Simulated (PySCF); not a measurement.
Excitations are Tamm–Dancoff values on a coarser integration grid. The basis has no diffuse functions, so Rydberg states are missing or too high.

Cartesian coordinates (Å):
```xyz
6

C     -0.9471    -0.0609     0.0394
Si     0.7293     0.0686    -0.0308
F      1.7162    -1.1623    -0.2169
H     -1.5288     0.8443     0.1732
H     -1.4984    -0.9888    -0.0349
H      1.5288     1.2991     0.0700
```
Charge 0, multiplicity 1.

Q: Predict the HOMO, S1 oscillator strength and brightest of the four lowest singlets (TDA) from ωB97X-D3(BJ)/def2-TZVP // PBE0-D3(BJ)/def2-TZVP in PySCF.

A: 
The HOMO comes out as -8.96 eV. The S1 oscillator strength is 0.048. The brightest of the four lowest singlets (TDA) is 5.94 eV.
